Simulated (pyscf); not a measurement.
Structures and frequencies: ωB97X-D3(BJ)/def2-SVP in PySCF.

SMILES: F[Si](F)(F)[Si](F)(F)F
```xyz
8

F     -0.7879    -0.2862     1.8737
Si    -1.3923    -0.4980     0.4040
F     -1.4706    -2.0719     0.1092
F     -2.8793     0.1005     0.3746
Si    -0.0723     0.5498    -1.1674
F     -0.0494     2.1326    -0.9137
F      1.4319     0.0009    -1.0884
F     -0.6368     0.2803    -2.6436
```
Charge 0, spin multiplicity 1.

Question: What is the homolytic dissociation enthalpy (298 K, ωB97M-D3(BJ)/def2-TZVP) of the Si–Si bond of `[F][Si]([F])([F])[Si]([F])([F])[F]`, to F–Si•(F)–F + F–Si•(F)–F?

Answer: Si–Si to F–Si•(F)–F + F–Si•(F)–F: 86.5 kcal/mol. The 7 functionals that were run give +78.1 (PBE) to +91.1 kcal/mol (ωB97X-D3(BJ)).
